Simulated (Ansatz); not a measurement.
`O[SiH](F)[O][GeH3]`. Charge 0, multiplicity 1. The structure was optimised at the PBE0-D4/def2-TZVP level. It is one conformer, not always the lowest.

```xyz
10

O     0.924    1.417   -0.770
Si    0.967    0.656    0.674
F     0.258    1.597    1.750
O     0.192   -0.740    0.526
Ge   -1.187   -1.309   -0.456
H     1.112    2.356   -0.802
H     2.335    0.421    1.164
H    -1.693   -2.562    0.266
H    -0.656   -1.633   -1.858
H    -2.251   -0.203   -0.494
```

Question: What is the dipole moment at B3LYP/def2-TZVPP? (An estimate is asked.)

Answer: The calculation gave: 1.36 D, with components (-0.30, 0.21, -1.31) D in this frame, pointing from negative to positive charge.

Question: And with PBE, r2SCAN, ωB97M-V? (Estimate.)

Answer: Computed: PBE 1.34 D, r2SCAN 1.36 D, ωB97M-V 1.39 D.

Question: Give the Mulliken charges with B3LYP, r2SCAN, PBE in def2-TZVPP. (Best estimate.)

Answer: The calculation gave: 
```tsv
atom	B3LYP	r2SCAN	PBE
O1	-0.39	-0.41	-0.34
Si2	0.78	0.80	0.65
F3	-0.33	-0.32	-0.28
O4	-0.47	-0.49	-0.39
Ge5	0.33	0.35	0.30
H6	0.19	0.20	0.19
H7	-0.11	-0.11	-0.10
H8	0.00	-0.01	-0.01
H9	0.00	-0.01	-0.01
H10	0.00	-0.01	0.00
```

B3LYP here is the variant with VWN-RPA as its local correlation; programs differ in this.
